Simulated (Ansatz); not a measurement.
CH7FOSi2 can be A, `C[SiH2][SiH](O)F`, or B, `C[SiH](F)[SiH2]O`.

Calculated with Ansatz (gas phase, PBE0-D4/def2-TZVP geometries, no zero-point term in ΔE). CCSD(T)/CBS adds triple-zeta CCSD(T) − MP2 to the extrapolated MP2 energy (def2 sets, frozen cores). DFT in def2-TZVPP. Each species was taken in one conformer, which may not be the lowest.

A:

```xyz
12

C     1.713   -0.763    0.387
Si   -0.041   -0.501    0.995
Si   -1.354    0.497   -0.665
O    -0.548    1.839   -1.152
F    -1.512   -0.515   -1.903
H     1.724   -1.429   -0.478
H     2.333   -1.206    1.169
H     2.158    0.189    0.091
H    -0.064    0.385    2.193
H    -0.672   -1.795    1.381
H    -2.749    0.845   -0.279
H    -0.989    2.454   -1.740
```

B:

```xyz
12

C     0.912   -0.815    1.456
Si    0.796    0.555    0.204
F     0.319    1.899    0.965
Si   -0.786    0.128   -1.486
O    -2.305   -0.049   -0.852
H     1.589   -0.543    2.269
H    -0.067   -1.047    1.881
H     1.297   -1.722    0.981
H     2.142    0.839   -0.372
H    -0.746    1.216   -2.507
H    -0.483   -1.160   -2.164
H    -2.667    0.698   -0.374
```

Which is lower in electronic energy at CCSD(T)/CBS, and by how much? (Best estimate.)

Ansatz gave: A, by 5.9 kcal/mol.

Give E(B) − E(A) in kcal/mol with PBE0-D4, HF/def2-TZVPP, CCSD(T)/def2-SVP, ωB97M-V, r2SCAN-D4, PBE-D4, B2PLYP. (Estimate.)

The calculation gave: PBE0-D4 5.8, HF/def2-TZVPP 5.5, CCSD(T)/def2-SVP 6.7, ωB97M-V 5.9, r2SCAN-D4 5.7, PBE-D4 5.6, B2PLYP 5.7. None reverses the order clearly.

Does the order hold for the free energy at 298.15 K (harmonic terms from PBE0-D4)? (Best estimate.)

The calculation gave: Yes: G(B) − G(A) = +5.5 kcal/mol, for one conformer each. Modes under 60 cm⁻¹, often nearly free rotors, make the harmonic entropy too high.

Largest T1 diagnostic: 0.012.

At CCSD(T), def2-SVP lies +0.8 kcal/mol from the extrapolated value and def2-TZVPP +0.2 kcal/mol. Leaving LDA and LC-ωPBE aside and taking each functional with its dispersion term where it has one, the values, not all of them listed here, spread over 0.6 kcal/mol, from BLYP-D4 to PBE-QIDH.
